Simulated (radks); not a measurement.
Values are calculated unless marked as measured or tabulated.
Task: Gd, configuration [Xe] 4f7 5d1 6s2. Level of theory: scalar-relativistic Kohn-Sham, TASK exchange with Perdew-Wang LDA correlation, spin-unpolarised, spherical densities, finite nucleus; meta-GGA in the generalised Kohn-Sham scheme; Fermi nuclear charge, rms radius 5.1569 fm (a radial shooting solver on a logarithmic mesh with Libxc functionals). Some entries of the table are withheld. Estimate them.

orbital,occ.,eigenvalue (eV),<1/r> (bohr^-1),r(max) (bohr)
1s,2,-50175.21,71.61,0.01392
2s,2,-8313.792,16.62,0.07903
2p,6,-7397.597,15.51,0.06395
3s,2,-1852.723,6.108,(1)
3p,6,(2),5.740,0.2201
3d,10,-1190.564,5.440,0.1801
4s,2,-378.3125,2.567,0.5164
4p,6,-283.7050,2.361,0.5388
4d,10,-151.9284,2.080,0.5594
5s,2,-53.1140,0.9943,1.201
5p,6,-29.4241,0.8450,1.354
4f,7,-8.5979,1.530,0.5670
6s,2,-4.4603,(3),3.564
5d,1,-2.0387,0.4878,1.854

Result: 
(1) 3s r(max) (bohr): 0.2243
(2) 3p eigenvalue (eV): -1567.818
(3) 6s <1/r> (bohr^-1): 0.3033
